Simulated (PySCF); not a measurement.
## C₆ coefficients of unlike pairs at TPSSh

Calculated with PySCF 2.14 from the dipole response of each species, C₆(A,B) = (3/π) ∫ α_A(iu) α_B(iu) du, in atomic units, from isotropic polarisabilities. For ions this is the dispersion term alone; charge-induced terms of lower order in 1/R come first.

```csv
species,configuration,basis,relativity,α (bohr³),C₆ (like pair)
Mn²⁺,[Ar] 3d5 (6S),def2-TZVPPD (6s6p4d2f1g),none,3.274,8.747
Ar²⁺,[Ne] 3s2 3p4 (3P),aug-cc-pCVTZ-DK (8s7p5d3f),spin-free X2C,4.782,16.91
Ne,[Ne] (1S),aug-cc-pwCVQZ (9s8p6d4f2g),none,2.748,6.731
C²⁺,[He] 2s2 (1S),aug-cc-pV5Z (7s6p5d4f3g2h),none,4.315,6.869
```

(1) Estimate C₆ for Ne with Ar²⁺.

No spin-orbit coupling is included.

The other pairs:

| pair | C₆ |
| --- | --- |
| C²⁺, Mn²⁺ | 6.980 |
| Ne, Mn²⁺ | 7.636 |
| C²⁺, Ne | 6.214 |
| C²⁺, Ar²⁺ | 10.25 |
| Ar²⁺, Mn²⁺ | 11.89 |

## Answers

(1) The integral gives 10.57. The combination rule 2 C_A C_B / (C_A α_B/α_A + C_B α_A/α_B) gives 10.62 and the geometric mean 10.67.
